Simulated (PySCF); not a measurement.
# Electric properties by functional and basis

Compound: C3H5GeNO.
Numbering: `[GeH3:1][c:2]1[cH:3][cH:4][n:5][o:6]1` (hydrogens: H7, H8, H9 on Ge1; H10 on C3; H11 on C4)

PySCF, dipoles from the SCF density, polarisabilities from static response with core orbitals frozen. Isolated species at its PBE0-D3(BJ)/def2-SVP geometry, gas phase. Relativistic effects, spin–orbit coupling among them, are left out although an element past zinc is present.

How do dipole and polarisability depend on functional and basis here?

```
              level  μ (D)  α (au)  anisotropy (au)
      LDA/def2-SVPD  2.948   77.79            39.47
      PBE/def2-SVPD  2.821   76.69            39.37
    B3LYP/def2-SVPD  2.968   74.75            37.11
     PBE0/def2-SVPD  2.950   74.03            36.62
BHandHLYP/def2-SVPD  3.108   72.24            34.68
CAM-B3LYP/def2-SVPD  3.055   73.57            35.27
  wB97X-D/def2-SVPD  3.012   73.66            34.96
  LC-wPBE/def2-SVPD  3.038   71.80            33.56
       HF/def2-SVPD  3.243   69.90            32.06
        PBE0/6-31G*  2.876   61.19            39.00
      PBE0/def2-SVP  2.862   64.56            35.82
     PBE0/def2-TZVP  2.849   72.33            37.45
```

The anisotropy is √(½[(α1 − α2)² + (α2 − α3)² + (α3 − α1)²]). The dipole runs from 2.82 D (PBE/def2-SVPD) to 3.24 D (HF/def2-SVPD). No reference polarisability is at hand; against PBE0 in the largest diffuse basis at hand (def2-SVPD) the other PBE0 rows deviate by 6-31G* -17%, def2-SVP -13%, def2-TZVP -2%. In one basis (def2-SVPD) the functionals order the polarisability from HF (lowest) to LDA (highest), a spread of 11%. With PBE0 the polarisability is 66.03 au without diffuse functions (mean of 6-31G*, def2-SVP and def2-TZVP) and 74.03 au with them (def2-SVPD).
